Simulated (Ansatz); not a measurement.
C2H7FGaN (`C[N]([GaH2])CF`). The species carries charge 0 and has multiplicity 1. The geometry is a stationary point of PBE0-D4/def2-TZVP. It is one conformer, not always the lowest.

```xyz
12

C     0.546    0.866   -0.981
N     0.026   -0.092   -0.027
Ga   -1.133   -1.441   -0.475
C     0.364    0.174    1.309
F    -0.331    1.284    1.814
H     1.641    0.924   -0.921
H     0.281    0.569   -1.997
H     0.147    1.871   -0.808
H    -1.465   -1.577   -1.993
H    -1.610   -2.334    0.710
H     0.107   -0.672    1.951
H     1.426    0.428    1.418
```

(1) What is the dipole moment at PBE/def2-TZVPP? (Estimate.)

(2) And with r2SCAN, B3LYP, ωB97M-V? (An estimate is asked.)

(3) Give the Mulliken charges with PBE, r2SCAN, B3LYP in def2-TZVPP. (An estimate is asked.)

Results:

(1) Computed: 1.64 D, with components (0.94, -0.82, -1.07) D in this frame, pointing from negative to positive charge.

(2) Ansatz gave: r2SCAN 1.71 D, B3LYP 1.78 D, ωB97M-V 1.80 D.

(3) Computed: 
```tsv
atom	PBE	r2SCAN	B3LYP
C1	-0.19	-0.06	-0.19
N2	-0.13	-0.24	-0.20
Ga3	0.11	0.20	0.18
C4	0.07	0.22	0.12
F5	-0.22	-0.26	-0.27
H6	0.08	0.05	0.09
H7	0.09	0.05	0.09
H8	0.11	0.08	0.11
H9	-0.04	-0.05	-0.05
H10	-0.04	-0.06	-0.05
H11	0.08	0.05	0.09
H12	0.07	0.03	0.07
```

B3LYP here is the variant with VWN-RPA as its local correlation; programs differ in this.
